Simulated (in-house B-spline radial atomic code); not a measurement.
Results of a calculation; reference values are marked as such.
# Weak and strong correlation along the adiabatic connection

Two-electron singlets in several external potentials (atomic units), by full CI in B-splines with partial waves to l = 8 (correlation energies up to 0.6 % small). The repulsion is scaled by λ at fixed density; W(λ) is the mean repulsion less the Hartree energy, W(0) = E_x, and the area under W from 0 to 1 is E_xc.

Relative drop (W(λ) − E_x)/E_x:

| system | λ = 0.12 | λ = 0.25 | λ = 0.4 | λ = 0.6 | λ = 0.8 | λ = 1 |
| --- | --- | --- | --- | --- | --- | --- |
| ω²r²/2, ω = 0.697 | 0.0188 | 0.0373 | 0.0565 | 0.0791 | 0.0988 | 0.1161 |
| empty sphere, radius 6.36 bohr | 0.0500 | 0.0923 | 0.1297 | 0.1667 | 0.1939 | 0.2146 |
| −Z exp(−kr)/r, Z = 1.75, k = 0.239 | 0.0137 | 0.0276 | 0.0425 | 0.0607 | 0.0771 | 0.0921 |
| ω²r²/2 − Z/r, ω = 0.447, Z = -1 | 0.0335 | 0.0645 | 0.0947 | 0.1274 | 0.1536 | 0.1748 |
| empty sphere, radius 9.96 bohr | 0.0790 | 0.1362 | 0.1804 | 0.2187 | 0.2442 | 0.2625 |
| ω²r²/2 − Z/r, ω = 0.0471, Z = 3 | 0.0068 | 0.0139 | 0.0217 | 0.0318 | 0.0413 | 0.0503 |
| −Z/r, Z = 7.27, wall at 1.73 bohr | 0.0026 | 0.0053 | 0.0085 | 0.0126 | 0.0166 | 0.0205 |

Order the systems by how far second-order (GL2) theory, half the initial slope (estimated from the first points of each curve), overshoots the correlation energy, least first.
A. −Z exp(−kr)/r, Z = 1.75, k = 0.239
B. empty sphere, radius 9.96 bohr
C. ω²r²/2 − Z/r, ω = 0.447, Z = -1
D. ω²r²/2, ω = 0.697
E. ω²r²/2 − Z/r, ω = 0.0471, Z = 3
F. −Z/r, Z = 7.27, wall at 1.73 bohr
G. empty sphere, radius 6.36 bohr

F (GL2/E_c = 1.04), E (GL2/E_c = 1.09), A (GL2/E_c = 1.18), D (GL2/E_c = 1.26), C (GL2/E_c = 1.45), G (GL2/E_c = 1.72), B (GL2/E_c = 2.21).

What else changes along this order?

The ratio follows the bend of the curve. With it the leading natural occupation goes from 1.999 to 1.712 and −T_c/E_c from 0.97 to 0.45 between the first and the last.
